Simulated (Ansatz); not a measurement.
A nudged elastic band was laid between two geometries of ClH4NSi + H2O + H3N (14 atoms, charge 0, multiplicity 1).

Method: Ansatz 0.2.0, RKS PBE0-D4/def2-mTZVP.

| Quantity | Value |
| --- | --- |
| movable images | 7 |
| climbing image | yes |
| spring | 5.0 eV/Å² |
| optimiser | quadratic models (default) |
| start path | through a guess of the saddle point |
| force threshold | 0.05 eV/Å |
| iteration limit | 60 |
| end points | relaxed |

Image 0:

```xyz
14
Properties=species:S:1:pos:R:3
Si -0.604 0.594 -0.861
Cl -0.105 -1.481 -1.000
H 0.376 1.383 -1.629
H -1.067 0.889 0.508
N -2.046 0.844 -1.781
H 1.396 -0.033 1.333
N 1.482 0.624 0.556
H 0.479 -2.061 1.259
O 0.881 -1.890 2.124
H -2.014 0.809 -2.790
H -2.931 0.486 -1.448
H 2.302 0.344 0.025
H 1.680 1.541 0.946
H 0.172 -2.049 2.757
```

Image 8:

```xyz
14
Properties=species:S:1:pos:R:3
Si -0.609 0.297 -0.903
Cl 1.389 -2.901 -0.168
H -0.017 -0.316 -2.120
H -1.507 -0.660 -0.211
N -1.579 1.695 -1.173
H 0.833 -0.398 1.513
N 0.740 0.729 0.143
H 1.231 -2.193 0.992
O 0.975 -1.169 2.130
H -1.314 2.406 -1.839
H -2.583 1.623 -1.108
H 1.660 0.598 -0.261
H 0.679 1.668 0.521
H 0.102 -1.378 2.485
```

(1) What changes between the two ends?

(2) What energy profile does the band end with?

(3) What is the geometry of the highest image?

Answers

(1) Bonds broken: Si1–Cl2, H6–N7, H8–O9. Bonds formed: Si1–N7, Cl2–H8, H6–O9. ClH4NSi + H2O + H3N becomes ClH + H2O + H6N2Si.

(2) The forces met the threshold. The highest image is number 6 of 0 to 8, 44.0 kJ/mol above the first end and 8.0 kJ/mol above the last; the last end lies 36.0 kJ/mol above the first. The profile has 2 maxima (images 3, 6) with wells between them (image 5): this band takes more than one step, which may be the mechanism or a detour left from its start path. A vibrational analysis at the climbing image gives one clearly imaginary mode, 461i cm⁻¹: a first-order saddle point. The orbitals stay closed-shell, which can raise the energy where a bond breaks towards radicals; this wasn't checked here.

```tsv
image	path coordinate (Å)	energy (kJ/mol)	Si1–Cl2 (Å)	H6–N7 (Å)	H8–O9 (Å)
0	0.00	0.0	2.14	1.02	0.97
1	1.31	13.0	2.16	1.03	0.97
2	2.62	16.0	2.21	1.03	0.98
3	3.92	16.6	2.26	1.04	0.98
4	5.23	15.6	2.41	1.04	0.98
5	6.54	6.5	2.49	1.04	0.98
6	7.83	44.0	3.32	1.43	1.13
7	8.34	36.8	3.60	1.74	1.49
8	8.85	36.0	3.84	1.78	1.55
```

(3) 
```xyz
14
Properties=species:S:1:pos:R:3
Si -0.565 0.184 -0.905
Cl 1.193 -2.568 -0.295
H -0.015 -0.277 -2.197
H -1.445 -0.779 -0.210
N -1.487 1.634 -1.062
H 0.791 -0.260 1.332
N 0.812 0.583 0.179
H 1.055 -1.868 1.194
O 0.887 -1.124 2.027
H -1.321 2.287 -1.814
H -2.460 1.640 -0.796
H 1.705 0.304 -0.220
H 0.843 1.575 0.397
H 0.006 -1.330 2.369
```

The run took 11 min on 4 threads of Arm Neoverse N1, with other jobs on the host, peak memory 0.34 GiB.
